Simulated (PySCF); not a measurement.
Point-charge models of `C[SiH2]N(C)[Si@H](C)Cl` against its computed dipole.

Coordinates (GFN2-xTB, Å) and charges (e) from the PBE0/pcSseg-1 density (PySCF):

```json
{"atom": "C1", "x": "-2.234", "y": "1.537", "z": "0.770", "Mulliken": "-0.6664", "IAO": "-0.7270", "Hirshfeld": "-0.2129", "ESP-fitted": "-0.6484"}
{"atom": "Si2", "x": "-1.884", "y": "-0.189", "z": "0.092", "Mulliken": "+0.7839", "IAO": "+0.8964", "Hirshfeld": "+0.3698", "ESP-fitted": "+0.6505"}
{"atom": "N3", "x": "-0.166", "y": "-0.445", "z": "-0.097", "Mulliken": "-0.9444", "IAO": "-0.7776", "Hirshfeld": "-0.2666", "ESP-fitted": "-0.3797"}
{"atom": "C4", "x": "0.172", "y": "-1.750", "z": "-0.640", "Mulliken": "-0.0699", "IAO": "-0.2949", "Hirshfeld": "-0.0667", "ESP-fitted": "-0.3017"}
{"atom": "Si5", "x": "1.068", "y": "0.614", "z": "0.496", "Mulliken": "+0.9272", "IAO": "+1.0328", "Hirshfeld": "+0.3906", "ESP-fitted": "+0.6464"}
{"atom": "C6", "x": "2.803", "y": "0.018", "z": "0.020", "Mulliken": "-0.6561", "IAO": "-0.7289", "Hirshfeld": "-0.2130", "ESP-fitted": "-0.7189"}
{"atom": "Cl7", "x": "0.988", "y": "0.743", "z": "2.518", "Mulliken": "-0.3384", "IAO": "-0.3403", "Hirshfeld": "-0.1326", "ESP-fitted": "-0.2399"}
{"atom": "H8", "x": "-1.781", "y": "1.683", "z": "1.745", "Mulliken": "+0.1579", "IAO": "+0.1642", "Hirshfeld": "+0.0353", "ESP-fitted": "+0.1502"}
{"atom": "H9", "x": "-1.862", "y": "2.313", "z": "0.109", "Mulliken": "+0.1482", "IAO": "+0.1597", "Hirshfeld": "+0.0437", "ESP-fitted": "+0.1527"}
{"atom": "H10", "x": "-3.304", "y": "1.680", "z": "0.878", "Mulliken": "+0.1470", "IAO": "+0.1629", "Hirshfeld": "+0.0474", "ESP-fitted": "+0.1789"}
{"atom": "H11", "x": "-2.468", "y": "-0.358", "z": "-1.248", "Mulliken": "-0.1088", "IAO": "-0.1485", "Hirshfeld": "-0.0887", "ESP-fitted": "-0.1514"}
{"atom": "H12", "x": "-2.416", "y": "-1.220", "z": "0.996", "Mulliken": "-0.1015", "IAO": "-0.1505", "Hirshfeld": "-0.0884", "ESP-fitted": "-0.1484"}
{"atom": "H13", "x": "-0.483", "y": "-1.981", "z": "-1.480", "Mulliken": "+0.1207", "IAO": "+0.1399", "Hirshfeld": "+0.0427", "ESP-fitted": "+0.1105"}
{"atom": "H14", "x": "1.200", "y": "-1.772", "z": "-0.989", "Mulliken": "+0.1227", "IAO": "+0.1412", "Hirshfeld": "+0.0450", "ESP-fitted": "+0.1366"}
{"atom": "H15", "x": "0.043", "y": "-2.534", "z": "0.111", "Mulliken": "+0.1179", "IAO": "+0.1328", "Hirshfeld": "+0.0379", "ESP-fitted": "+0.1151"}
{"atom": "H16", "x": "0.815", "y": "1.954", "z": "-0.033", "Mulliken": "-0.0879", "IAO": "-0.1506", "Hirshfeld": "-0.0837", "ESP-fitted": "-0.1227"}
{"atom": "H17", "x": "2.914", "y": "-0.066", "z": "-1.056", "Mulliken": "+0.1439", "IAO": "+0.1595", "Hirshfeld": "+0.0466", "ESP-fitted": "+0.1918"}
{"atom": "H18", "x": "3.547", "y": "0.727", "z": "0.370", "Mulliken": "+0.1555", "IAO": "+0.1683", "Hirshfeld": "+0.0480", "ESP-fitted": "+0.1883"}
{"atom": "H19", "x": "3.040", "y": "-0.946", "z": "0.461", "Mulliken": "+0.1485", "IAO": "+0.1607", "Hirshfeld": "+0.0451", "ESP-fitted": "+0.1900"}
```

Task: Compute μ = Σ q r for each scheme (1 e·Å = 4.803 D) and compare with the dipole of the full density.

Result: The full density gives (0.38, -0.58, -1.67) D, 1.81 D in size; dipole vectors point from the negative to the positive end.

```json
{"scheme": "Mulliken", "μx": "-0.53", "μy": "-1.29", "μz": "-2.71", "size (D)": "3.05", "share of the full size (%)": "169", "angle to the full dipole (°)": "23"}
{"scheme": "IAO", "μx": "-0.60", "μy": "-0.47", "μz": "-2.16", "size (D)": "2.29", "share of the full size (%)": "127", "angle to the full dipole (°)": "28"}
{"scheme": "Hirshfeld", "μx": "0.20", "μy": "-0.38", "μz": "-0.90", "size (D)": "1.00", "share of the full size (%)": "55", "angle to the full dipole (°)": "4"}
{"scheme": "ESP-fitted", "μx": "0.39", "μy": "-0.59", "μz": "-1.72", "size (D)": "1.86", "share of the full size (%)": "103", "angle to the full dipole (°)": "0"}
```

Task: Which set comes closest?

Result: Length of the difference vector: ESP-fitted 0.05 D, Hirshfeld 0.81 D, IAO 1.10 D, Mulliken 1.56 D. Closest: ESP-fitted. 

Task: What is left for the Hirshfeld atoms' own dipoles?

Result: The shares of the density sum to the whole, so what Σ q r misses lies in dipoles about the nuclei. The atomic dipoles sum to (0.38, -0.58, -1.67) − (0.20, -0.38, -0.90) = (0.18, -0.20, -0.77) D, 0.81 D in size.

Task: With the origin at the mean of the coordinates, (-0.001, 0.000, 0.159) Å, which are the largest single terms, by size, of the IAO dipole along the direction of the full one?

Result: C1 +5.34, Cl7 +3.61, C6 -2.51, C4 -1.89, H8 -1.88 D; all 19 atoms together +2.02 D. The single terms depend on the origin, their sum doesn't.

Task: Give the size of the full dipole in other units.

Result: 1.81 D = 0.710 au = 0.376 e·Å = 6.02 × 10⁻³⁰ C·m.

The structure is a single GFN2-xTB conformer in the gas phase; no vibrational or solvent corrections.

The run behind these numbers computed NMR shieldings as well. The run took 36 s of wall time on one thread of an Arm Neoverse V2, shared host with 96 logical CPUs at a one-minute load of 73, and the process peaked at 0.92 GiB of memory.

The values belong to the conformer `[CH3:1][SiH2:2][N:3]([CH3:4])[Si@H:5]([CH3:6])[Cl:7]`: C1–Si2–N3–C4 -179°, Si2–N3–Si5–C6 -178°.
